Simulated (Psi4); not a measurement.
sulfur monoxide (OS), triplet, geometry from GFN2-xTB. Base run: Psi4 with HF/6-31G**.

Geometry (Å):
```xyz
2

O      0.0000     0.0000    -0.9780
S      0.0000     0.0000     0.4890
```
Charge 0, spin multiplicity 3.
Orbitals are unrestricted.
All else is at Psi4's defaults (density fitting, Cartesian functions).
Base energy -472.32739 Eh.

The base run was repeated with changes; each row names its change, and settings that it needs were set with it.

```
change                          ΔE vs base (mEh)  SCF cycles  basis functions
------------------------------  ----------------  ----------  ---------------
base                                       0.000          11               34
guess = core                               0.000          14               34
scf_initial_accelerator = none             0.000          11               34
scf_type = pk                             -0.414          11               34
puream = true                              2.124          11               32
diis_max_vecs = 15                         0.000          11               34
d_convergence = 1e-4                       0.000           9               34
scf_type = out_of_core                    -0.414          11               34
basis_guess = true                         0.000          11               34
e_convergence = 1e-10                      0.000          13               34
level_shift = 1.0                          0.000          11               34
e_convergence = 1e-4                       0.000          11               34
basis_guess = sto-3g                       0.000          11               34
```

Open shells are given as the SCF converged; they aren't shown to be the lowest states, and a large step between rows can be another state.
